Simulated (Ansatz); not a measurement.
Geometry optimisation, Ansatz 0.2.0, RKS PBE0/6-31G.

Input file:

```yaml
crystal:
  periodic: [false, false, false]
  atoms:
    - { symbol: Si, position_ang: [0.0, 0.0, 0.0] }
    - { symbol: Si, position_ang: [0.0, 0.0, 2.22] }
    - { symbol: H, position_ang: [-1.3148, -0.4067, 2.7074] }
    - { symbol: H, position_ang: [1.0096, -0.9353, 2.7074] }
    - { symbol: H, position_ang: [0.3052, 1.342, 2.7074] }
    - { symbol: O, position_ang: [1.5842, 0.0, -0.5594] }
    - { symbol: Si, position_ang: [2.4906, -1.3762, -0.8866] }
    - { symbol: H, position_ang: [1.6598, -2.3521, -1.5857] }
    - { symbol: H, position_ang: [3.6318, -1.0202, -1.7249] }
    - { symbol: H, position_ang: [2.9691, -1.9538, 0.366] }
    - { symbol: O, position_ang: [-0.7913, 1.3709, -0.5594] }
    - { symbol: H, position_ang: [-1.7491, 1.1401, -0.7818] }
    - { symbol: "N", position_ang: [-0.8572, -1.4851, -0.6061] }
    - { symbol: H, position_ang: [-1.3922, -2.1014, 0.0704] }
    - { symbol: H, position_ang: [-0.8219, -1.7344, -1.6357] }
basis:
  gaussian: { orbitals: "6-31G" }
hamiltonian:
  xc: pbe0
relax:
  f_tol: 0.02
  max_steps: 40
```

Run as:

```bash
$ ansatz run input.yaml --threads 1 --pin off --max-ram 2048MiB --backend cpu --events-out ev --progress --plain --runs-dir out
```

Task: Where does it end, and by what steps?

Result: The run converged. The force dipped under the threshold on the way, but the program's further checks kept it going. Limits of this set-up: no polarisation functions. After 33 steps the energy has fallen by 0.925 eV; H8 moved furthest, 1.33 Å.

```
step  energy less start (eV)  largest force component (eV/Å)  accepted
   0                  0.0000                           2.375       yes
   2                 -0.6807                           0.373       yes
   4                 -0.7910                           0.416       yes
   6                 -0.8746                           0.355       yes
   8                 -0.8907                           0.273       yes
  10                 -0.8978                           0.180       yes
  12                 -0.8906                           0.237        no
  14                 -0.9137                           0.062       yes
  16                 -0.9120                           0.320        no
  18                 -0.9177                           0.081       yes
  20                 -0.9199                           0.071       yes
  22                 -0.9217                           0.039       yes
  24                 -0.9228                           0.033       yes
  26                 -0.9238                           0.022       yes
  28                 -0.9242                           0.030       yes
  30                 -0.9246                           0.047       yes
  32                 -0.9252                           0.013       yes
  33                 -0.9255                           0.019       yes
```

```xyz
15
Properties=species:S:1:pos:R:3
Si -0.251 -0.429 0.096
Si -0.053 -0.131 2.411
H -1.365 0.326 2.987
H 0.313 -1.439 3.056
H 1.008 0.880 2.739
O 1.135 -1.082 -0.610
Si 2.754 -1.189 -1.099
H 2.971 -2.533 -1.733
H 3.074 -0.109 -2.098
H 3.671 -1.045 0.088
O -0.522 1.181 -0.455
H -0.774 1.382 -1.370
N -1.499 -1.539 -0.415
H -2.459 -1.491 -0.115
H -1.278 -2.295 -1.043
```

Whether the end is a true minimum wasn't checked by a vibrational analysis.

Time of the run: 4.2 min on 1 thread of Arm Neoverse V1 (shared host), peak memory 0.21 GiB.
